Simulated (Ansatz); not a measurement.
One change: `[F][GeH2][I]` becomes `[F][GeH]([Cl])[I]`.

Ansatz, PBE0-D4/def2-TZVP geometries, multiplicity 1. 

Elements past krypton have def2 core potentials. Scalar relativity is left out up to krypton.

```json
{"property": "ideal-gas entropy at 298 K and 1 bar (rigid rotor, harmonic PBE0-D4/def2-TZVP) / J/(mol·K)", "`[F][GeH2][I]`": "315"}
{"property": "LUMO energy (B3LYP/def2-TZVPP) / eV", "`[F][GeH2][I]`": "-1.48"}
{"property": "HOMO energy (ωB97M-V/def2-TZVPP) / eV", "`[F][GeH2][I]`": "-10.06"}
{"property": "HOMO–LUMO gap (PBE/def2-TZVPP) / eV", "`[F][GeH2][I]`": "4.73"}
{"property": "HOMO energy (B3LYP/def2-TZVPP) / eV", "`[F][GeH2][I]`": "-7.69"}
{"property": "zero-point energy (PBE0-D4/def2-TZVP) / kJ/mol", "`[F][GeH2][I]`": "49.5"}
```

Task: What does the change do to each property? (Estimate.)

Result: Computed: 
```tsv
property	`[F][GeH]([Cl])[I]`	shift
ideal-gas entropy at 298 K and 1 bar (rigid rotor, harmonic PBE0-D4/def2-TZVP) / J/(mol·K)	348	33
LUMO energy (B3LYP/def2-TZVPP) / eV	-2.11	-0.63
HOMO energy (ωB97M-V/def2-TZVPP) / eV	-10.43	-0.37
HOMO–LUMO gap (PBE/def2-TZVPP) / eV	4.43	-0.30
HOMO energy (B3LYP/def2-TZVPP) / eV	-8.04	-0.35
zero-point energy (PBE0-D4/def2-TZVP) / kJ/mol	32.9	-16.6
```

With PBE0 the HOMO falls by 0.36 eV and the LUMO falls by 0.63 eV, so the gap narrows by about 0.27 eV. PBE moves the HOMO by -0.34 eV and ωB97M-V by -0.37 eV.

B3LYP here is the variant with VWN-RPA as its local correlation; programs differ in this.

Spin–orbit coupling is left out; it splits and shifts lone-pair levels of the heavy atoms by tenths of an eV.
